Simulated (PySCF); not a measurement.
Choosing a basis for TDDFT

Species: C2H6OSeSi.
InChI=1S/C2H6OSeSi/c1-2(3)5-4/h4H,5H2,1H3

TDDFT with PBE0 (PySCF), vertical singlets, core orbitals frozen in the response, spherical d and f functions. One conformer (not necessarily the lowest) at the PBE0-D3(BJ)/def2-SVP geometry, without solvent, vibrations or thermal averaging. Relativistic effects, spin–orbit coupling among them, are left out although an element past zinc is present.

Q: How do the low singlets change with the basis? Take 6-31G*, def2-SVP, def2-SVPD, aug-cc-pVDZ, def2-TZVP and def2-TZVPD.

A: 

```csv
basis,functions,diffuse,S1 (eV),S2 (eV),S3 (eV),S4 (eV),S5 (eV),LUMO (eV),α (au)
6-31G*,104,no,3.79,4.61,5.44,5.86,6.06,-1.22,69.8
def2-SVP,122,no,3.76,4.49,5.63,5.88,6.32,-1.35,71.3
def2-SVPD,176,yes,3.72,4.37,5.36,5.56,6.02,-1.57,85.4
aug-cc-pVDZ,186,yes,3.73,4.41,5.30,5.49,5.86,-1.51,86.4
def2-TZVP,214,no,3.71,4.48,5.48,5.63,6.05,-1.47,80.9
def2-TZVPD,268,yes,3.69,4.44,5.36,5.50,5.89,-1.54,86.5
```

States are compared by their number. Against the largest diffuse basis here (def2-TZVPD, itself not a converged limit), sets without diffuse functions differ by up to 0.10 eV in S1 and 0.43 eV in S5; the smaller diffuse sets differ by up to 0.04 and 0.13 eV. State by state, the largest deviation of a set without diffuse functions is S1 0.10, S2 0.17, S3 0.26, S4 0.38, S5 0.43 eV. The same number needn't mean the same state in each row. Against def2-TZVPD the polarisability deviates by -19% in 6-31G*, -18% in def2-SVP, -1% in def2-SVPD, 0% in aug-cc-pVDZ, -6% in def2-TZVP.
